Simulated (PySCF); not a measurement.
**Question.** Write a Z-matrix for `O(C)c1cccc([Se]C)c1` as optimised with PBE0-D3(BJ)/def2-SVP.

**Answer.** 
Z-matrix in Å and degrees, rows numbered from 1:
```
C 
O   1  1.3992
C   2  1.3492  1  118.78
C   3  1.3973  2  124.36  1    -1.30
C   4  1.3976  3  118.83  2  -179.83
C   5  1.3870  4  121.51  3    -0.06
C   6  1.4051  5  119.42  4    -0.03
Se  7  1.9019  6  116.91  5  -179.92
C   8  1.9337  7  100.30  6   179.24
C   7  1.3910  6  119.73  5     0.09
H   1  1.1045  2  111.93  3    61.75
H   1  1.0975  2  106.70  3  -179.35
H   1  1.1046  2  111.87  3   -60.47
H   4  1.0897  3  121.36  2     0.12
H   5  1.0930  4  119.08  3   179.96
H   6  1.0926  5  120.21  4  -179.96
H   9  1.0984  8  111.10  7    62.09
H   9  1.0984  8  105.93  7  -179.57
H   9  1.0984  8  111.00  7   -61.29
H  10  1.0899  3  117.10  2    -0.13
```

The 10 heavy atoms lie in one plane (0.008 Å rms). The C–Se distances run from 1.902 Å (C7–Se8, drawn single) to 1.934 Å (Se8–C9, drawn single), a spread of 0.032 Å. O2 (aryl ether oxygen) is bent (angle 118.8°). Of the pairs four or more bonds apart, C1···H14 is among the closest relative to their van der Waals radii: 2.54 Å, 87 % of the sum of Bondi's values.

Theory: PBE0-D3(BJ)/def2-SVP geometry optimisation, gas phase (PySCF 2.14.0).

No frequency check. The numbers are those of one conformer (C1–O2–C3–C4 -1°, C6–C7–Se8–C9 179°).

The run took about 3 min of CPU time (one thread, shared machine). These figures are those of the optimisation.
